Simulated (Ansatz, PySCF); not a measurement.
Here is a job for Ansatz (a program for electronic structure).
Ansatz 0.2 input:
```yaml
crystal:
  periodic: [false, false, false]
  atoms:
    - {symbol: Al, position_ang: [-0.10419977, 0.57140530, 1.33762439]}
    - {symbol: C, position_ang: [0.04078877, 1.18229227, 3.19981155]}
    - {symbol: H, position_ang: [-0.30812157, 0.38742778, 3.87011631]}
    - {symbol: H, position_ang: [-0.57948601, 2.07712581, 3.33464422]}
    - {symbol: H, position_ang: [1.08729508, 1.42193573, 3.42335730]}
    - {symbol: O, position_ang: [-0.27442005, 0.10268506, -0.18883442]}
    - {symbol: C, position_ang: [-0.29740402, -0.40019465, -1.55155279]}
    - {symbol: C, position_ang: [-0.34774280, -1.91414823, -1.49477208]}
    - {symbol: C, position_ang: [0.92943384, 0.12622446, -2.26953104]}
    - {symbol: H, position_ang: [-1.21049240, -0.00054383, -2.00403294]}
    - {symbol: H, position_ang: [0.55605354, -2.30441084, -1.02986935]}
    - {symbol: H, position_ang: [-0.42551766, -2.31544039, -2.50181994]}
    - {symbol: H, position_ang: [-1.21303812, -2.24442293, -0.92311787]}
    - {symbol: H, position_ang: [0.94998055, 1.21394957, -2.23989584]}
    - {symbol: H, position_ang: [1.83408505, -0.25974759, -1.80261832]}
    - {symbol: H, position_ang: [0.90874425, -0.19066576, -3.30893904]}
basis:
  gaussian:
    orbitals: STO-3G
total_charge: 1
magnetization: {spin_polarized: false}
correlation: {method: ccsd_t, electrons: outside_noble_gas}
accuracy: high
```

Q: Convert this to an input for PySCF.

A: Several could match; the one computed here: 
```python
from pyscf import gto, scf, cc

mol = gto.M(
    atom='''
Al   -0.10419977    0.57140530    1.33762439
C     0.04078877    1.18229227    3.19981155
H    -0.30812157    0.38742778    3.87011631
H    -0.57948601    2.07712581    3.33464422
H     1.08729508    1.42193573    3.42335730
O    -0.27442005    0.10268506   -0.18883442
C    -0.29740402   -0.40019465   -1.55155279
C    -0.34774280   -1.91414823   -1.49477208
C     0.92943384    0.12622446   -2.26953104
H    -1.21049240   -0.00054383   -2.00403294
H     0.55605354   -2.30441084   -1.02986935
H    -0.42551766   -2.31544039   -2.50181994
H    -1.21303812   -2.24442293   -0.92311787
H     0.94998055    1.21394957   -2.23989584
H     1.83408505   -0.25974759   -1.80261832
H     0.90874425   -0.19066576   -3.30893904
''',
    basis='sto-3g',
    charge=1,
    verbose=4,
)

mf = scf.RHF(mol)
mf.kernel()

mycc = cc.CCSD(mf, frozen=10)
mycc.kernel()
et = mycc.ccsd_t()
print('E(CCSD(T)) = %.10f' % (mycc.e_tot + et))
```

Both were run: Ansatz gave -468.583594 Eh and PySCF -468.583594 Eh, 0.000 mEh apart.
